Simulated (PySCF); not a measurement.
ClO₂W (SMILES [O]=[W](=[O])[Cl]), doublet, geometry from GFN2-xTB (such geometries of metal compounds can be far from the true shape) (the multiplicity is a formal guess) (core potentials on W).

Input for PySCF:
```python
from pyscf import gto, scf, dft

mol = gto.M(
    atom='''
W     0.10569345   -0.14536463    0.11632561
O     1.67571442   -0.57054583   -0.30281806
O    -0.63881661   -0.85554319    1.44402192
Cl   -0.94802926    1.30386438   -1.04339564
''',
    basis='def2-tzvp',
    ecp={'W': 'def2-tzvp'},
    spin=1,
    verbose=4,
)

mf = dft.UKS(mol)
mf.xc = 'm062x'
mf = mf.density_fit(auxbasis='def2-universal-jkfit')
mf.kernel()
mf.analyze()
```

What nuclear repulsion energy does DF-M062X/def2-TZVP run with PySCF give?

184.7056 Eh

Predict the total energy from DF-M062X/def2-TZVP.

-677.7422 Eh

Predict the HOMO energy from DF-M062X/def2-TZVP.

-9.38 eV

Predict the number of basis functions from DF-M062X/def2-TZVP.

139

Give the <S^2> at the level DF-M062X/def2-TZVP.

0.761

These values belong to the state on which the SCF converged, which isn't shown to be the lowest.
